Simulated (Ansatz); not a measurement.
The same path of BH$_{5}$O$_{2}$Si (9 atoms, charge 0, multiplicity 1) was run twice with different band settings. The coordinate that changes most is the angle B1–O2–Si3.

Level of theory: Ansatz 0.2.0, RKS B3LYP/def2-SVP.

Relaxed end points:

```xyz
9
Properties=species:S:1:pos:R:3
B -1.675 0.550 0.488
O -0.502 0.587 -0.178
Si 0.998 -0.148 0.040
O 1.273 -1.245 -1.169
H -1.778 -0.086 1.517
H -2.610 1.167 0.032
H 1.989 0.959 0.015
H 1.007 -0.912 1.308
H 1.386 -0.918 -2.069
```

```xyz
9
Properties=species:S:1:pos:R:3
B -1.685 0.486 0.526
O -0.620 -0.328 0.370
Si 1.005 -0.087 0.001
O 1.345 -0.703 -1.497
H -2.761 -0.017 0.753
H -1.553 1.691 0.446
H 1.300 1.362 -0.066
H 1.760 -0.791 1.070
H 1.298 -1.659 -1.619
```

Common settings: movable images 5; climbing image yes; spring 5.0 eV/Å²; optimiser quadratic models (default); force threshold 0.05 eV/Å; iteration limit 60; end points relaxed.

| run | start path |
| --- | --- |
| 1 | IDPP |
| 2 | straight line |

**Question.** What does each run give, and how far can it be trusted?

**Answer.** Run 1: converged after 37 iterations, highest image 0.118 eV above the first end. The profile has 2 maxima (images 1, 4) with wells between them (image 2): this band takes more than one step, which may be the mechanism or a detour left from its start path. A vibrational analysis at the climbing image gives 2 clearly imaginary modes (151i, 87i cm⁻¹): a point of higher order, so a lower path passes nearby.
Run 2: converged after 41 iterations, highest image 0.116 eV above the first end. The profile has 2 maxima (images 2, 5) with wells between them (image 4): this band takes more than one step, which may be the mechanism or a detour left from its start path. Another band between the same ends (5 images) ends at a top of the same energy, where a vibrational analysis finds 2 clearly imaginary modes.
